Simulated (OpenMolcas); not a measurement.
A calculation on N+.

```yaml
Program: OpenMolcas 26.06
Method: "XMS-CASPT2, IPEA 0.25 Eh, imaginary shift 0.1 Eh (closed shells correlated: 1s 2s)"
Basis: ANO-RCC-VTZP [4s3p2d1f]
Scalar_Hamiltonian: DKH2, point nucleus
Active_space: 2 electrons in 3 orbitals (2p)
State_averaging: 2S+1 = 3 even, 3 roots; 2S+1 = 1 even, 6 roots
Spin-orbit_coupling: state interaction with AMFI integrals over the reference wave functions, term energies averaged over their components
```

(1) Which level of the active space comes out lowest?

(2) How high does 2s² 2p² ¹D₂ lie?

(3) How high does 2s² 2p² ³P₂ lie?

(4) How high does 2s² 2p² ¹S₀ lie?

Measured values: NIST Handbook of Basic Atomic Spectroscopic Data.

## Answers

(1) 2s² 2p² ³P₀, with 100 % of that term; it is also the measured ground level.

(2) 1.935 eV above the lowest level; measured 1.8990 eV above the ground level, so the calculation is off by +2 %.

(3) 0.0174 eV above the lowest level; measured 0.0162 eV above the ground level, so the calculation is off by +8 %.

(4) 4.517 eV above the lowest level; measured 4.0529 eV above the ground level, so the calculation is off by +11 %.

CASPT2 does not keep the components of a term degenerate, so their means are used; among the terms shown or strongly mixed into the levels shown the widest spread is 620 cm-1 (2s² 2p² ¹D). With the s shell closed, the reference lacks s² → p² mixing. Measured partners are found by configuration, term and J. A level has none where our copy of the source lacks it or the pairing is in doubt (some pairs that miss far off the trend of their configuration count as doubtful), and it then counts in no deviation. Only configurations of the active space appear.
